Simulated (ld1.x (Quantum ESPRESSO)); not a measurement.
# Configuration tests for palladium (Pd) (TM)

```
Element                 : palladium (Pd)
Generator               : ld1.x (Quantum ESPRESSO) 7.5
Type                    : norm-conserving Troullier–Martins (Kleinman–Bylander form)
Functional              : LDA (PZ)
Relativity              : scalar-relativistic
Frozen core             : [Ar] 3d10
Valence charge          : 18
Reference configuration : 4s2 4p6 4d9 5s0 5p0 (charge +1)
Partial waves           : 4s (bound): rc 1.50 bohr; 4p (bound): rc 1.65 bohr; 4d (bound): rc 1.45 bohr
Local potential         : all-electron potential smoothed inside 1.65 bohr (lloc = -1)
Core correction         : none
```

Energies are relative to the spin-unpolarised reference configuration 4s2 4p6 4d9 5s0 5p0; without spin polarisation the order of configurations can differ from experiment. Spin-polarised rows fill each open shell by Hund’s rule, majority spin first.

```tsv
valence configuration	charge	ΔE all-electron (eV)	error AE − PS (meV)
4s2 4p6 4d10 5s0 5p0	0	-9.389	-1.0
4s2 4p6 4d8 5s0 5p0	+2	21.081	-2.9
4s2 4p6 4d7 5s0 5p0	+3	55.676	-8.1
4s2 4p5 4d10 5s0 5p0	+1	47.951	-68
4s2 4p6 4d9 5s1 5p0	0	-7.953	-608
4s2 4p6 4d6 5s0 5p0	+4	105.229	-5.5
4s2 4p6 4d8 5s1 5p0	+1	4.407	-964
4s2 4p6 4d9 5s0 5p0 (spin-polarised)	+1	-0.144	+12
4s2 4p6 4d8 5s0 5p0 (spin-polarised)	+2	20.446	+52
```

Levels in the configuration 4s2 4p6 4d9 5s1 5p0:

```csv
level,all-electron (eV),pseudo (eV)
4s,-88.761,-89.121
4p,-54.575,-54.933
4d,-6.900,-7.226
5s,-4.659,-4.241
```
